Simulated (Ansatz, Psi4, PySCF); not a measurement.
C₃H₉In (SMILES [CH3][In]([CH3])[CH3]), singlet, geometry from GFN2-xTB (such geometries of metal compounds can be far from the true shape) (all electrons, no relativity). Base run: HF/STO-3G (PySCF).

PySCF was given this input:
```python
from pyscf import gto, scf

mol = gto.M(
    atom='''
In   -0.00027071    0.00058834   -0.00069908
C    -1.54741402   -1.60362658   -0.25516667
H    -1.47645898   -2.03150186   -1.25510468
H    -2.54532539   -1.18425536   -0.13021367
H    -1.39904443   -2.39480853    0.47847392
C    -0.16211960    1.91699700   -1.15548571
H     0.80256149    2.17280153   -1.59247574
H    -0.46352417    2.72452625   -0.48838330
H    -0.90066120    1.82322629   -1.95032013
C     1.71103614   -0.31596421    1.41393740
H     2.33646867    0.57422770    1.46297261
H     2.31750483   -1.15712290    1.07865522
H     1.33272866   -0.54035921    2.41094086
''',
    basis='sto-3g',
    verbose=3,
)

mf = scf.RHF(mol)
mf.kernel()
```

The same geometry, method and basis name were run in Ansatz (a quantum-chemistry and plane-wave program) and Psi4 and PySCF, at each program's defaults and at the settings that a row names. The base is PySCF at its defaults. Differences at the defaults can come from grids, fitting, cores and function types together.

```tsv
code and settings	ΔE vs base (µEh)	basis functions	E (Eh)	SCF cycles	dipole (D)
PySCF, defaults (exact integrals, spherical functions)	0.0	51	-5800.34843	8	0.01
Ansatz, defaults (factorised integrals, spherical functions)	13.8	51	-5800.34842	-	-
Psi4, exact integrals, spherical functions	0.0	51	-5800.34843	9	0.01
Ansatz, high accuracy	0.0	51	-5800.34843	-	-
```
